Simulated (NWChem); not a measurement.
The numbers come from NWChem runs, not from measurements. System: H5AlClN, charge 0, spin multiplicity 1, at a geometry optimised with B3LYP/def2-SVP. The structure started from a generated list of species. Level: MP2/def2-TZVP, 11 core orbitals frozen.

Part of the output:

```
             Northwest Computational Chemistry Package (NWChem) 7.3.0
             --------------------------------------------------------

                                NWChem Input Module
                                -------------------

 Scaling coordinates for geometry "geometry" by  1.889725989
 (inverse scale =  0.529177249)

 Turning off AUTOSYM since
 SYMMETRY directive was detected!

                             Geometry "geometry" -> ""
                             -------------------------

 Output coordinates in angstroms (scale by  1.889725989 to convert to a.u.)

  No.       Tag          Charge          X              Y              Z
 ---- ---------------- ---------- -------------- -------------- --------------
    1 Al                  13.0000     0.64925600    -0.65672000     0.00000000
    2 H                    1.0000     1.23226300    -1.17944200     1.38517500
    3 H                    1.0000     1.23226300    -1.17944200    -1.38517500
    4 Cl                  17.0000    -1.46054100    -0.17986700     0.00000000
    5 N                    7.0000     1.35756000     1.28803800     0.00000000
    6 H                    1.0000     1.02067400     1.79643800    -0.82268200
    7 H                    1.0000     2.38007100     1.34484100     0.00000000
    8 H                    1.0000     1.02067400     1.79643800     0.82268200

 Effective nuclear repulsion energy (a.u.)     142.5667507198

            Nuclear Dipole moment (a.u.)
            ----------------------------
        X                 Y               Z
 ---------------- ---------------- ----------------
    -0.0000075589     0.0000000000     0.0000000000

      Symmetry information
      --------------------

 Group name             Cs
 Group number              2
 Group order               2
 No. of unique centers     6

      Symmetry unique atoms

     1    2    4    5    6    7


 Summary of "ao basis" -> "" (spherical)
 ------------------------------------------------------------------------------
       Tag                 Description            Shells   Functions and Types
 ---------------- ------------------------------  ------  ---------------------
 *                         def2-tzvp                  on all atoms

 Summary of "ao basis" -> "ao basis" (spherical)
 ------------------------------------------------------------------------------
       Tag                 Description            Shells   Functions and Types
[...]
    3 H    1     1.19   0.23  0.57  0.38  0.01
    4 Cl  17    17.44   2.01  0.45  1.52  1.07  0.87  4.19  1.69  1.08  2.88  1.68  0.00  0.01  0.00
    5 N    7     7.60   0.82  1.16  0.51  0.86  0.13  1.50  1.83  0.75  0.01  0.02  0.00
    6 H    1     0.70   0.25  0.38  0.04  0.03
    7 H    1     0.71   0.25  0.39  0.04  0.03
    8 H    1     0.70   0.25  0.38  0.04  0.03

       Multipole analysis of the density wrt the origin
       ------------------------------------------------

     L   x y z        total         open         nuclear
     -   - - -        -----         ----         -------
     0   0 0 0     -0.000000      0.000000     42.000000

     1   1 0 0      1.483951      0.000000     -0.000008
     1   0 1 0      1.896908      0.000000      0.000000
     1   0 0 1     -0.000000      0.000000      0.000000

     2   2 0 0    -25.123733      0.000000    233.654777
     2   1 1 0      5.383506      0.000000     54.010026
     2   1 0 1     -0.000000      0.000000      0.000000
     2   0 2 0    -21.283205      0.000000    102.900496
     2   0 1 1     -0.000000      0.000000      0.000000
     2   0 0 2    -27.703226      0.000000     18.537505

                   NWChem MP2 Semi-direct Energy/Gradient Module
                   ---------------------------------------------

  Basis functions       =    135
  Molecular orbitals    =    135
  Frozen core           =     11
  Frozen virtuals       =      0
  Active alpha occupied =     10
  Active beta occupied  =     10
  Active alpha virtual  =    114
  Active beta virtual   =    114
  Use MO symmetry       = T
  Use skeleton AO sym   = T

  AO/Fock/Back tols     =   1.0D-09  1.0D-09  1.0D-09

 GA uses MA = F    GA memory limited = T

 Available:
  local mem=  1.15D+08
 global mem=  1.31D+08
 local disk=  0.00D+00
  mp2_memr nvloc                   114
  nvloc new                   114
   1 passes of  10:        5242880                      94156                  34015987.
   1 passes of  10: M    114679862           G      131035550           F     109436982.

 Semi-direct pass number   1 of   1  for RHF alpha+beta  at        7.6s
  vrange nnbf                  8768
  mp2_eaftype                   129  avail_ma_in_mb                   999
 EAF : mp2_eaftype filesize         129   17007993.
  mp2_eaf for mointskh                    129
Node 0 wrote     80.0 Mb in      0.0 s     Agg I/O rate:  2087.0 Mb/s
 Done moints_semi at       17.9s
  mp2_eaftype                   129  avail_ma_in_mb                   870
 EAF : mp2_eaftype filesize         129   17007993.
  mp2_eaf for kh                   129
 Done maket at       18.5s
 Done multipass loop at       18.5s

          -------------------------------------------
          SCF energy                -758.926961481326
          Correlation energy          -0.493301840820
          Singlet pairs               -0.329029057461
          Triplet pairs               -0.164272783359
          Total MP2 energy          -759.420263322146
          -------------------------------------------

          ---------------------------------------------------
                    Spin Component Scaled (SCS) MP2
          Same spin pairs                     -0.109515188906
          Same spin scaling factor             0.333333333333
          Opposite spin pairs                 -0.383786651914
          Opposite spin scaling fact.          1.200000000000
          SCS-MP2 correlation energy          -0.497049045266
          Total SCS-MP2 energy              -759.424010526592
          ---------------------------------------------------

 -----------------------
 Performance information
 -----------------------

 Timer overhead =  2.44D-07 seconds/call

               Nr. of calls         CPU time (s)                 Wall time (s)                GFlops
             ---------------    -------------------     ------------------------------   -------------------
Name         Min   Avg   Max    Min     Avg     Max     Min     Avg     Max   Mx/calls   Min     Max     Sum
mp2: moin     1     1     1    10.     10.     10.      10.     10.     10.     10.      0.0     0.0     0.0
mp2: make     1     1     1   0.55    0.55    0.55     0.55    0.55    0.55    0.55      0.0     0.0     0.0
mp2: tota     1     1     1    11.     11.     11.      11.     11.     11.     11.      0.0     0.0     0.0

 The average no. of pstat calls per process was 3.00D+00
 with a timing overhead of 7.33D-07s

 Task  times  cpu:       18.5s     wall:       18.5s

 Total times  cpu:       18.5s     wall:       18.5s
```

**Question.** Write an NWChem input that would produce this output.

**Answer.** This is not unique; one that fits is 
```
start mol
memory heap 200 mb stack 800 mb global 1000 mb
geometry units angstroms nocenter noautoz
  Al     0.649256    -0.656720     0.000000
  H      1.232263    -1.179442     1.385175
  H      1.232263    -1.179442    -1.385175
  Cl    -1.460541    -0.179867     0.000000
  N      1.357560     1.288038     0.000000
  H      1.020674     1.796438    -0.822682
  H      2.380071     1.344841     0.000000
  H      1.020674     1.796438     0.822682
  symmetry group Cs
end
basis spherical
  * library def2-tzvp
end
scf
  rhf
  nopen 0
  maxiter 100
  thresh 1e-7
  semidirect memsize 60000000 filesize 0
end
mp2
  freeze core 11
end
task mp2 energy
```
